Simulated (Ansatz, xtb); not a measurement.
## Two structures of FH2NSn

Structure X is `[NH2][Sn][F]`, a triplet and structure Y is a singlet given by its coordinates. Both are isolated molecules in the gas phase, relaxed with BLYP-D3(BJ)/def2-SVP; the shapes shown needn't be the lowest conformers.

X (Å):

```xyz
5

F    -0.0056    1.9133    1.7082
N    -1.6764   -0.0033   -0.5305
Sn   -0.8249    0.0963    1.5242
H    -2.6981   -0.1784   -0.5235
H    -1.2598   -0.7695   -1.0908
```

Y (Å):

```xyz
5

F    -1.4191    1.7191   -1.1749
N    -1.3053   -1.3707    0.5077
Sn   -1.2929    0.5735    0.4383
H    -1.3926   -1.6997   -0.4800
H    -1.1708    1.6970    1.7457
```

Close contacts (Å): F1–Sn3 1.98, N2–Sn3 1.95, N2–H4 1.04, Sn3–H4 2.45, Sn3–H5 1.73.

Question: Estimate E(Y) − E(X) at the level CCSD(T)/def2-TZVPP.

Answer: Too close to call at this level: CCSD(T)/def2-TZVPP gives E(Y) − E(X) = −1.22 kcal/mol.

How the difference moves with the method:

```csv
level,geometry,E(Y) − E(X) (kcal/mol),departure from the last row (kcal/mol),"job, with rough time for the two"
HF/STO-3G,GFN2-xTB,+5.21,+6.43,"single point, 4 s"
r2SCAN-D4/def2-SVP,GFN2-xTB,+2.93,+4.15,"single point, 2.5 s"
BLYP-D3(BJ)/def2-SVP,BLYP-D3(BJ)/def2-SVP,+6.59,+7.81,"optimisation, 17 s"
HF/def2-TZVPP,BLYP-D3(BJ)/def2-SVP,+32.50,+33.72,part of the CCSD(T) run
MP2/def2-TZVPP,BLYP-D3(BJ)/def2-SVP,−7.83,−6.61,part of the CCSD(T) run
CCSD(T)/def2-TZVPP,BLYP-D3(BJ)/def2-SVP,−1.22,,"single point, 3.9 min"
```

HF/STO-3G, r2SCAN-D4/def2-SVP, BLYP-D3(BJ)/def2-SVP, HF/def2-TZVPP put the two in the other order. The largest departure from CCSD(T)/def2-TZVPP is that of HF/def2-TZVPP, 33.72 kcal/mol. At CCSD(T)/def2-TZVPP a singlet with the links of X lies below this triplet.

With harmonic frequencies from BLYP-D3(BJ)/def2-SVP (ideal gas, rigid rotor, one conformer each, 298.15 K, 1 atm): on the last row, ΔE + ΔZPE = −3.97, ΔH = −4.08, ΔG = −3.00 kcal/mol.

The T1 diagnostic of structure Y is large, so the coupled-cluster value is less sure. Open shells are spin-unrestricted. The correlated steps freeze 6 core orbitals; the filled d shell of Sn is correlated, in a basis made for valence electrons. Atoms past krypton carry core potentials in the def2 sets, other sets are all-electron and non-relativistic, and no spin–orbit term is included. ΔG holds the spin degeneracy. Codes used: Ansatz 0.2.0, xtb 6.7.1; the last row on 1 thread of Intel(R) Xeon(R) 6975P-C (Granite Rapids) on a shared host.
